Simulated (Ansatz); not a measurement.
Mulliken charges of Cl$_{2}$H$_{3}$InSi (`[SiH3][In]([Cl])[Cl]`) from ωB97M-V/def2-TZVPP in Ansatz (PBE0-D4/def2-TZVP geometry).

```json
{"atom": "Si1", "x (Å)": "-0.327", "y (Å)": "1.201", "z (Å)": "-0.259", "charge (e)": "0.015"}
{"atom": "In2", "x (Å)": "0.323", "y (Å)": "-1.216", "z (Å)": "0.247", "charge (e)": "0.637"}
{"atom": "Cl3", "x (Å)": "2.204", "y (Å)": "-1.838", "z (Å)": "1.468", "charge (e)": "-0.345"}
{"atom": "Cl4", "x (Å)": "-0.870", "y (Å)": "-3.097", "z (Å)": "-0.423", "charge (e)": "-0.343"}
{"atom": "H5", "x (Å)": "-0.780", "y (Å)": "1.827", "z (Å)": "1.008", "charge (e)": "0.011"}
{"atom": "H6", "x (Å)": "-1.419", "y (Å)": "1.215", "z (Å)": "-1.262", "charge (e)": "0.014"}
{"atom": "H7", "x (Å)": "0.869", "y (Å)": "1.909", "z (Å)": "-0.779", "charge (e)": "0.012"}
```

Q: By hand: the dipole of these point charges (1 e Å = 4.8032 D).

A: Σ q r = (-0.279, 1.000, -0.224) e Å, of length 1.062 e Å = 5.10 D.

Q: How does the dipole of the full density compare? (Estimate.)

A: The calculation gave: (-0.211, 0.759, -0.170) e Å, 3.87 D; the point charges give 1.32 times that, at 0° from its direction.

Point charges leave out the atoms' own dipoles, such as those of lone pairs, and Mulliken's split depends on the basis, so the two needn't agree.
